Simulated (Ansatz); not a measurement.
Mulliken charges of C$_{2}$H$_{4}$GeN, SMILES `[C]#[C][GeH2][NH2]` radical from ωB97M-V/def2-TZVPP in Ansatz (PBE0-D4/def2-TZVP geometry).

| atom | x (Å) | y (Å) | z (Å) | charge (e) |
| --- | --- | --- | --- | --- |
| C1 | 2.268 | -0.503 | 1.728 | -0.205 |
| C2 | 1.371 | -0.066 | 1.036 | -0.045 |
| Ge3 | -0.038 | 0.657 | -0.051 | 0.308 |
| N4 | -1.065 | -0.643 | -0.827 | -0.357 |
| H5 | 0.620 | 1.473 | -1.167 | 0.039 |
| H6 | -0.938 | 1.492 | 0.864 | 0.039 |
| H7 | -0.563 | -1.239 | -1.471 | 0.110 |
| H8 | -1.562 | -1.227 | -0.168 | 0.110 |

Task: By hand: the dipole of these point charges (1 e Å = 4.8032 D).

Result: Σ q r = (-0.404, 0.382, -0.313) e Å, of length 0.638 e Å = 3.06 D.

Task: How does the dipole of the full density compare? (An estimate is asked.)

Result: Ansatz gave: (-0.111, -0.114, -0.084) e Å, 0.86 D; the point charges give 3.56 times that, at 76° from its direction.

Point charges leave out the atoms' own dipoles, such as those of lone pairs, and Mulliken's split depends on the basis, so the two needn't agree.
